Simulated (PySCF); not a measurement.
FH3SiZn, SMILES [F][Zn][SiH3].

Geometry: B3LYP-D3(BJ)/def2-TZVP.

Computed with B3LYP/def2-TZVPD (PySCF).

Isolated molecule, no solvent.

```yaml
total_energy: -2170.70124 hartree
point_group: C3v
highest_occupied_level: -8.34 eV
lowest_empty_level: -1.27 eV
orbital_gap: 7.07 eV
dipole_moment: 2.72 D
quadrupole, principal values (traceless, Buckingham form, about the centre of nuclear charge): -11.98, 5.99, 5.99 D·Å
mean_static_polarisability: 56.7 bohr³ (8.40 Å³)
polarisability_principal_values: 48.1, 48.1, 73.8 bohr³
```
